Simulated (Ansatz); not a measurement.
OY, sextet, geometry from GFN2-xTB of the parent state (such geometries of metal compounds can be far from the true shape) (another spin typed on purpose, not shown lowest) (core potentials on Y); HF/def2-SV(P) run with Ansatz (a quantum-chemistry and plane-wave program).

Ansatz was given this input:
Ansatz 0.2 input:
```yaml
crystal:
  periodic: [false, false, false]
  atoms:
    - {symbol: Y, position_ang: [-0.00000000, -0.00000000, -0.32092405]}
    - {symbol: O, position_ang: [0.00000000, 0.00000000, 1.56450476]}
basis:
  gaussian:
    orbitals: def2-SV_P_.json
hamiltonian:
  xc: hf
magnetization: {spin_polarized: false, initial_magnetization: 5}
```
The basis file holds def2-SV(P) in the JSON format of the Basis Set Exchange.

Output, abridged:

```
Functional definition: HF
440 factors; integrals over basis functions are off by at most 3.7e-4 eV
mean field evaluation 1: about -3053.8369 eV, gradient 1.9e1 eV
mean field evaluation 2: about -3053.8877 eV, gradient 1.9e1 eV
mean field evaluation 4: about -3056.8726 eV, gradient 2.9e0 eV
mean field evaluation 8: about -3057.0104 eV, gradient 1.2e0 eV
mean field evaluation 16: about -3057.2067 eV, gradient 7.9e-1 eV
mean field evaluation 32: about -3057.3188 eV, gradient 4.6e-1 eV
mean field evaluation 64: about -3057.8881 eV, gradient 1.1e-1 eV
mean field evaluation 96: about -3057.7742 eV, gradient 3.0e0 eV
mean field evaluation 128: about -3053.8369 eV, gradient 1.9e1 eV
mean field evaluation 160: about -3057.8476 eV, gradient 1.7e-2 eV
mean field evaluation 192: about -3057.4605 eV, gradient 3.6e0 eV
mean field evaluation 224: about -3057.8849 eV, gradient 2.3e-2 eV
mean field evaluation 256: about -3057.8747 eV, gradient 7.4e-2 eV
mean field evaluation 288: about -3057.8368 eV, gradient 1.6e0 eV
mean field evaluation 320: about -3057.7716 eV, gradient 4.9e-2 eV
mean field evaluation 352: about -3057.8475 eV, gradient 3.2e-2 eV
mean field evaluation 384: about -3057.8443 eV, gradient 4.3e-1 eV
mean field evaluation 416: about -3057.7677 eV, gradient 1.8e-1 eV
mean field evaluation 448: about -3057.6789 eV, gradient 9.3e-2 eV
mean field evaluation 480: about -3057.4027 eV, gradient 1.1e-1 eV
mean field evaluation 512: about -3057.3648 eV, gradient 3.4e0 eV
mean field evaluation 544: about -3056.4161 eV, gradient 1.7e1 eV
mean field evaluation 576: about -3057.3753 eV, gradient 1.4e0 eV
mean field evaluation 608: about -3057.7788 eV, gradient 1.5e0 eV
mean field evaluation 640: about -3057.8201 eV, gradient 6.6e-2 eV
mean field evaluation 672: about -3057.8205 eV, gradient 1.3e-4 eV
mean field evaluation 704: about -3057.0424 eV, gradient 2.9e-1 eV
mean field evaluation 736: about -3057.1137 eV, gradient 5.4e-1 eV
mean field evaluation 768: about -3057.8878 eV, gradient 1.4e-6 eV
mean field -3057.88777734 eV, -112.3753031065 hartree, gradient 1.4e-6 eV, S^2 8.750000; 18 other end points of the search recorded, 0 dependent functions left out
reference -3057.88777734 eV, -112.3753031065 hartree; 12, 7 occupied and 26, 31 virtual orbitals, 440 factors
Total energy: -3057.88777734 eV, -112.3753031065 hartree
```
